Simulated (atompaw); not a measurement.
# What one change does to a pseudopotential (neodymium (Nd), PAW (atompaw))

Nd, PAW, made with atompaw 4.2.0.5 (PBEsol, scalar-relativistic). Core [Kr] 4d10, reference 4f4 5s2 5p6 5d0 6s1.75 6p0.25. Waves: 5s (bound); 6s (bound); 5p (bound); 6p (bound); 5d (bound, empty); 5d channel at 1.25 Ry; 4f (bound); 4f channel at 1.7 Ry. Local part: bessel scheme, radius 2.15 bohr. Core correction: smooth core density matched at 1.70 bohr. Augmentation charge: sinc compensation charge, radius 2.70 bohr; PAW radius 3.00 bohr; waves and projectors: bloechl.

All-electron outer shells of the reference configuration (PBEsol, scalar-relativistic, ld1.x):

```tsv
shell	level (eV)	outermost node (bohr)	outermost maximum (bohr)
4p	-226.00	0.32	0.59
4d	-116.87	0.29	0.62
5s	-40.81	0.72	1.32
5p	-22.41	0.77	1.50
6s	-3.70	1.77	3.78
5d	-2.17	0.88	2.21
4f	-2.09	–	0.67
6p	-1.37	2.13	5.04
```

Change: all radii scaled by about 1.28 (s 2.12, p 3.64, d 3.84, f 1.54 bohr); local potential bessel scheme, radius 2.76 bohr; augmentation sinc compensation charge, radius 3.46 bohr; PAW radius 3.84 bohr; waves and projectors: bloechl; core correction smooth core density matched at 2.18 bohr.

Cutoffs: the cutoffs (Ry, on a coarse ladder) from which the occupation-weighted sum of valence levels, in a spherical-Bessel basis at the reference potential, stays within 10 and 1 mRy of its value at 400 Ry; they do not see the model core or the augmentation charge, which bear on the density cutoff.

Q: What does the change do?

A: The potential gets softer (25 Ry and 30 Ry → 15 Ry and 18 Ry); neither file shows a bound ghost. A larger radius leaves more room for a smooth pseudo-wave, so fewer plane waves are needed.

| quantity | base | changed |
| --- | --- | --- |
| cutoff, loose | 25 Ry | 15 Ry |
| cutoff, tight | 30 Ry | 18 Ry |
| loose cutoff by channel (10 mRy a level) | s 8 Ry, p 12 Ry, f 18 Ry | s 8 Ry, p 8 Ry, f 10 Ry |
| bound ghosts | none | none |
| lowest overlap eigenvalue by channel | s 0.45, p 0.65, d 0.91, f 1.00 | s 0.59, p 0.69, d 0.93, f 1.00 |

 The cutoffs see the waves, projectors and local potential, not the compensation charge or the core.
